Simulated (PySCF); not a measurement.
## Tc(OH)3, triplet: molecular constants

Method: PySCF, UB3LYP, basis Tc def2-SVP with ECP28, O def2-SVP, H def2-SVP (scalar-relativistic core potentials, no spin–orbit coupling, density fitting).

The structure is a higher-order saddle point with 4 imaginary modes.

Coordinates in bohr (charge 0 multiplicity 3):
```
Tc    0.0000    0.0000    0.0000
O     3.4958   -0.0425    0.0000
O    -1.7111    3.0487    0.0000
O    -1.7848   -3.0062    0.0000
H     4.7610   -1.3539    0.0000
H    -1.2080    4.8001    0.0000
H    -3.5530   -3.4462    0.0000
```

| Property | Result |
| --- | --- |
| Point group | C3h |
| Bond lengths | O–H 0.964 Å (×3), Tc–O 1.850 Å (×3) |
| Bond angles | H–O–Tc 134.7° (×3), O–Tc–O 120.0° (×3) |
| Principal quadrupole moments (Buckingham, traceless) about the centre of mass | -10.88, 5.44, 5.44 D Å |
| Atomisation energy without zero-point energy | 2378 kJ/mol |
| Dipole moment | 0.00 D |
| Principal polarisabilities | 45.1, 52.2, 52.2 bohr³ |
| Spin squared ⟨S²⟩ | 2.009 |
| Highest occupied level (β) | -4.67 eV |
| Zero-point energy (real modes) | 93.0 kJ/mol |
| Lowest empty level (α) | -2.06 eV |
| Rotational constants | 0.1823, 0.1823, 0.09113 cm⁻¹ |

Harmonic modes (masses in u: Tc 98.907, O 15.995, H 1.008):
| symmetry | ω (cm⁻¹) | IR (km/mol, summed over degenerate members) | μ (u) |
| --- | --- | --- | --- |
| a'' | 744i | – | 1.11 |
| e'' | 659i | – | 1.13 |
| a'' | 51i | – | 8.35 |
| e' | 171 | 29.7 | 3.89 |
| a' | 399 | 0.0 | 1.16 |
| e' | 474 | 537 | 1.44 |
| a' | 711 | 0.0 | 6.86 |
| e' | 740 | 232 | 5.40 |
| e' | 3887 | 860 | 1.07 |
| a' | 3897 | 0.0 | 1.07 |

In C3h the vibrations span 2a'' + e'' + 4e' + 3a'. The a', e'' modes carry no infrared intensity, as symmetry demands.

Charges (e):
```
  atom  Mulliken  Löwdin  polar tensor  spin (Mulliken)  Mayer order to Tc1
   Tc1      0.66    0.01          1.41             1.75                   –
O2,3,4     -0.44   -0.12         -0.84             0.09                1.17
H5,6,7      0.22    0.12          0.37             0.00                0.03
```
Other Mayer orders above 0.3: O–H 0.92 (×3).

Mulliken populations on Tc1 (electrons outside its core potential): s 2.66, p 6.37, d 5.28, f 0.04.

This need not be the most stable arrangement of these atoms. Open d and f shells are described by one determinant, and the ground state may have another occupation or spin. At this level a triplet minimum of C3v symmetry lies 86 kJ/mol below this structure.

The final relaxation and frequency run took roughly 4 core-minutes on a shared host.
